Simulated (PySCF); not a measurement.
A calculated (PBE, PySCF 2.14, x2c-TZVPPall, the spin-free X2C one-electron Hamiltonian (Gaussian nucleus)) atom or ion has these occupied shells.

```json
{"shell": "1s α", "electrons": "1", "orbital energy (eV)": "-55341.6", "rms radius, mean of both spins (bohr)": "0.0236"}
{"shell": "1s β", "electrons": "1", "orbital energy (eV)": "-55341.6", "rms radius, mean of both spins (bohr)": "0.0236"}
{"shell": "2s α", "electrons": "1", "orbital energy (eV)": "-9257.9", "rms radius, mean of both spins (bohr)": "0.0953"}
{"shell": "2s β", "electrons": "1", "orbital energy (eV)": "-9257.8", "rms radius, mean of both spins (bohr)": "0.0953"}
{"shell": "2p α", "electrons": "3", "orbital energy (eV)": "-8220.5", "rms radius, mean of both spins (bohr)": "0.0858"}
{"shell": "2p β", "electrons": "3", "orbital energy (eV)": "-8220.5", "rms radius, mean of both spins (bohr)": "0.0858"}
{"shell": "3s α", "electrons": "1", "orbital energy (eV)": "-2069.1", "rms radius, mean of both spins (bohr)": "0.246"}
{"shell": "3s β", "electrons": "1", "orbital energy (eV)": "-2067.9", "rms radius, mean of both spins (bohr)": "0.246"}
{"shell": "3p α", "electrons": "3", "orbital energy (eV)": "-1750.7", "rms radius, mean of both spins (bohr)": "0.246"}
{"shell": "3p β", "electrons": "3", "orbital energy (eV)": "-1749.4", "rms radius, mean of both spins (bohr)": "0.246"}
{"shell": "3d α", "electrons": "5", "orbital energy (eV)": "-1337.5", "rms radius, mean of both spins (bohr)": "0.225"}
{"shell": "3d β", "electrons": "5", "orbital energy (eV)": "-1336.5", "rms radius, mean of both spins (bohr)": "0.225"}
{"shell": "4s α", "electrons": "1", "orbital energy (eV)": "-409.99", "rms radius, mean of both spins (bohr)": "0.552"}
{"shell": "4s β", "electrons": "1", "orbital energy (eV)": "-407.27", "rms radius, mean of both spins (bohr)": "0.552"}
{"shell": "4p α", "electrons": "3", "orbital energy (eV)": "-304.77", "rms radius, mean of both spins (bohr)": "0.586"}
{"shell": "4p β", "electrons": "3", "orbital energy (eV)": "-302.07", "rms radius, mean of both spins (bohr)": "0.586"}
{"shell": "4d α", "electrons": "5", "orbital energy (eV)": "-160.44", "rms radius, mean of both spins (bohr)": "0.643"}
{"shell": "4d β", "electrons": "5", "orbital energy (eV)": "-157.77", "rms radius, mean of both spins (bohr)": "0.643"}
{"shell": "5s α", "electrons": "1", "orbital energy (eV)": "-51.599", "rms radius, mean of both spins (bohr)": "1.36"}
{"shell": "5s β", "electrons": "1", "orbital energy (eV)": "-50.168", "rms radius, mean of both spins (bohr)": "1.36"}
{"shell": "5p α", "electrons": "3", "orbital energy (eV)": "-27.207", "rms radius, mean of both spins (bohr)": "1.63"}
{"shell": "5p β", "electrons": "3", "orbital energy (eV)": "-26.098", "rms radius, mean of both spins (bohr)": "1.63"}
{"shell": "4f α", "electrons": "7", "orbital energy (eV)": "-4.724", "rms radius, mean of both spins (bohr)": "0.973"}
{"shell": "6s α", "electrons": "1", "orbital energy (eV)": "-4.693", "rms radius, mean of both spins (bohr)": "4.23"}
{"shell": "4f β", "electrons": "4", "orbital energy (eV)": "-2.866", "rms radius, mean of both spins (bohr)": "0.973"}
{"shell": "6p α", "electrons": "1", "orbital energy (eV)": "-1.987", "rms radius, mean of both spins (bohr)": "5.44"}
```

(1) Name the element and its charge.

## Answers

(1) Ho (holmium, neutral), in [Xe] 4f11 6s1 6p1, one real determinant (an excited configuration).
